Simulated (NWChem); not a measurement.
Molecule: CH6O2Si2; SMILES O=CO[SiH2][SiH3]

```xyz
11

O     -1.4992     1.1188     0.0000
C     -0.5334     1.8322     0.0000
O      0.7272     1.4255     0.0000
Si     1.2178    -0.2345     0.0000
Si    -0.5996    -1.7161     0.0000
H     -0.5903     2.9410     0.0000
H      2.0750    -0.3778     1.2124
H      2.0750    -0.3778    -1.2124
H     -1.4192    -1.5661    -1.2353
H     -1.4192    -1.5661     1.2353
H      0.0004    -3.0926     0.0000
```
Atoms are numbered in this order, from 1.

Computed with NWChem. Geometry: optimised at PBE0/def2-SVP.

Problem. Estimate the computed values for PBE0/cc-pVDZ. Quantities: highest occupied level (eV); orbital gap (eV); dipole (D).

Solution. The highest occupied level (eV) is -8.14 and the orbital gap (eV) is 8.12. The dipole (D) is 1.34.
